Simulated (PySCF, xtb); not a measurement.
dimethyl carbonate (C₃H₆O₃), SMILES COC(=O)OC.

xtb with GFN2-xTB at its own geometry gives an orbital gap of 6.27 eV and a dipole moment of 0.58 D.

The structure is a stationary point at PBE0-D3(BJ)/def2-SVP.

Problem. What does M06-2X/def2-TZVP run with PySCF give? (The exact figures need the calculation; the answer reports its results.)

Solution. gap 12.23 eV (levels -10.27 and 1.96 eV), dipole 0.47 D.
